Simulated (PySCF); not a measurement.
Ligand exchange on a metal centre used in film growth or etching (Zr F-NH2). All species are isolated molecules in the gas phase. One relaxed conformer stands for each flexible species; it need not be the lowest.

Method: PBE-D3(BJ)/def2-TZVP // BP86-D3(BJ)/def2-SVP (PySCF 2.14.0). 

```
species                                    HOMO–LUMO gap (eV)  LUMO (eV)  charge on the central atom (Mulliken) (e)
-----------------------------------------  ------------------  ---------  -----------------------------------------
1 of 4 F replaced by NH2                                 4.62      -2.11                                        [?]
2 of 4 F replaced by NH2 ([Zr(F)2(NH2)2])                4.04      -1.76                                       1.55
3 of 4 F replaced by NH2 ([Zr(F)(NH2)3])                  [?]      -1.03                                       1.52
4 of 4 F replaced by NH2 ([Zr(NH2)4])                    4.49        [?]                                       1.51
```

Question: Fill in the missing entries.

Answer: 
- 1 of 4 F replaced by NH2, charge on the central atom (Mulliken) (e): 1.59
- 3 of 4 F replaced by NH2 ([Zr(F)(NH2)3]), HOMO–LUMO gap (eV): 4.65
- 4 of 4 F replaced by NH2 ([Zr(NH2)4]), LUMO (eV): -0.85
